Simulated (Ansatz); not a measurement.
The same bond dissociation along the group F, Cl, Br, I.

Program: Ansatz. Geometries: PBE0-D4/def2-TZVP. ΔE: electronic, gas phase. CCSD(T)/CBS is the MP2 limit (def2-TZVPP, def2-QZVPP) plus CCSD(T) − MP2 in def2-TZVPP, frozen cores. This one scheme is used for every species. Open shells (•) are unrestricted, without spin–orbit coupling. def2 core potentials past Kr. For Ge, I outer-core shells are correlated without core-valence functions, which leaves a few kJ/mol of doubt a bond. Scalar relativity is left out up to krypton.

(1) Order these by ΔE at CCSD(T)/CBS, lowest first. (Estimate.)
A. `[CH3][GeH2][I]` → `[CH3]`• + `[GeH2][I]`•
B. `[CH3][GeH2][Cl]` → `[CH3]`• + `[Cl][GeH2]`•
C. `[CH3][GeH2][F]` → `[CH3]`• + `[F][GeH2]`•

Largest T1 diagnostic: 0.014, for `[F][GeH2]`•.

Answers

(1) A (+3.69 eV), B (+3.78 eV), C (+3.88 eV).
